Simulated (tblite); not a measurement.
Species: C₃H₁₁BGeS₂.
Atom-mapped SMILES: `[BH2:1][CH2:2][GeH2:3][S:4][CH2:5][S:6][CH3:7]` (hydrogens: H8, H9 on B1; H10, H11 on C2; H12, H13 on Ge3; H14, H15 on C5; H16, H17, H18 on C7)

Computed with GFN2-xTB (tblite), gas phase: L-BFGS steps from a force-field or distance-geometry start until the largest atomic force falls under 0.01 eV/Å.

Step 49: E = -589.7528 eV
```
atom  x, y, z in Å  |  force x, y, z in eV/Å
B1     -2.5239    2.0948   -0.2706   -0.024  -0.018   0.081
C2     -2.7962    0.5581   -0.1885   -0.040   0.002   0.017
Ge3    -1.3304   -0.6810   -0.6815    0.019   0.026  -0.004
S4      0.2976   -0.5662    0.8202    0.000  -0.013   0.023
C5      1.4907   -1.6810    0.0038    0.055   0.025  -0.011
S6      2.3387   -0.9653   -1.4295   -0.015  -0.067  -0.012
C7      3.2135    0.4015   -0.6258    0.005   0.006   0.007
H8     -3.4150    2.8182   -0.5002    0.063   0.021  -0.071
H9     -1.4622    2.5252   -0.0331   -0.032  -0.008   0.002
H10    -3.6981    0.2530   -0.7182   -0.020  -0.024  -0.004
H11    -2.9869    0.3465    0.8696    0.020   0.018   0.016
H12    -1.7989   -2.1300   -0.6962   -0.030  -0.027  -0.009
H13    -0.7054   -0.4437   -2.0334   -0.012   0.028  -0.092
H14     0.9859   -2.5738   -0.3640    0.021   0.043   0.072
H15     2.2265   -1.9374    0.7630    0.008  -0.017  -0.029
H16     3.8400    0.0175    0.1746   -0.012  -0.031  -0.008
H17     2.4870    1.1109   -0.2377    0.022  -0.011  -0.005
H18     3.8284    0.8591   -1.3940   -0.027   0.046   0.027
```

Step 50: E = -589.7545 eV
```
atom  x, y, z in Å  |  force x, y, z in eV/Å
B1     -2.5255    2.0937   -0.2709   -0.033   0.020   0.066
C2     -2.7965    0.5572   -0.1883   -0.052   0.038   0.024
Ge3    -1.3298   -0.6756   -0.6793    0.075  -0.024  -0.003
S4      0.3003   -0.5683    0.8236   -0.031  -0.002  -0.002
C5      1.4916   -1.6801    0.0006    0.048   0.007   0.024
S6      2.3368   -0.9664   -1.4331   -0.021  -0.077  -0.043
C7      3.2114    0.3969   -0.6270    0.017   0.031   0.013
H8     -3.4153    2.8157   -0.5163    0.089   0.005  -0.062
H9     -1.4663    2.5266   -0.0215   -0.059  -0.019  -0.001
H10    -3.6967    0.2482   -0.7187   -0.024  -0.018   0.006
H11    -2.9841    0.3485    0.8706    0.007   0.007   0.023
H12    -1.8003   -2.1251   -0.6940   -0.022  -0.015  -0.018
H13    -0.7000   -0.4347   -2.0289   -0.021   0.022  -0.087
H14     0.9885   -2.5763   -0.3616    0.018   0.051   0.065
H15     2.2286   -1.9312    0.7600    0.026  -0.033  -0.025
H16     3.8403    0.0120    0.1704   -0.004  -0.041   0.005
H17     2.4845    1.1028   -0.2353    0.001   0.007   0.015
H18     3.8238    0.8624   -1.3916   -0.015   0.040   0.002
```

**Question.** Estimate the geometry and energy of step 51. (The exact step hangs on the optimiser's Hessian estimate; all steps are aligned on step 50, rigid shifts and turns removed.)

**Answer.** E = -589.7567 eV, largest force 0.133 eV/Å
```
atom  x, y, z in Å  |  force x, y, z in eV/Å
B1     -2.5282    2.0921   -0.2702   -0.038   0.058   0.034
C2     -2.7983    0.5563   -0.1870   -0.049   0.061   0.028
Ge3    -1.3282   -0.6690   -0.6770    0.111  -0.072  -0.009
S4      0.3024   -0.5722    0.8284   -0.049   0.018  -0.029
C5      1.4936   -1.6790   -0.0023    0.027  -0.010   0.063
S6      2.3355   -0.9695   -1.4370   -0.017  -0.053  -0.069
C7      3.2097    0.3922   -0.6286    0.023   0.044   0.010
H8     -3.4130    2.8139   -0.5374    0.105  -0.008  -0.050
H9     -1.4718    2.5264   -0.0079   -0.077  -0.026   0.004
H10    -3.6955    0.2417   -0.7192   -0.028  -0.007   0.025
H11    -2.9815    0.3506    0.8729   -0.009  -0.009   0.028
H12    -1.8028   -2.1190   -0.6922   -0.009   0.002  -0.031
H13    -0.6956   -0.4225   -2.0259   -0.032   0.011  -0.069
H14     0.9912   -2.5779   -0.3574    0.012   0.041   0.047
H15     2.2318   -1.9253    0.7565    0.051  -0.048  -0.009
H16     3.8414    0.0052    0.1651    0.003  -0.044   0.015
H17     2.4826    1.0944   -0.2330   -0.026   0.017   0.039
H18     3.8181    0.8679   -1.3891    0.002   0.025  -0.027
```

The energy changes by -0.0022 eV. The first-order estimate −F·Δx gives -0.0029 eV and the mean of the old and new forces, exact on a quadratic surface, -0.0022 eV. The step makes an angle of 73° with the force vector and moves no atom by more than 0.021 Å.

What follows is the cost of the whole relaxation. Hardware: Intel Xeon at 2.70 GHz, one thread, shared host with 64 logical CPUs at a one-minute load of 59. Cost: 2.6 s wall.
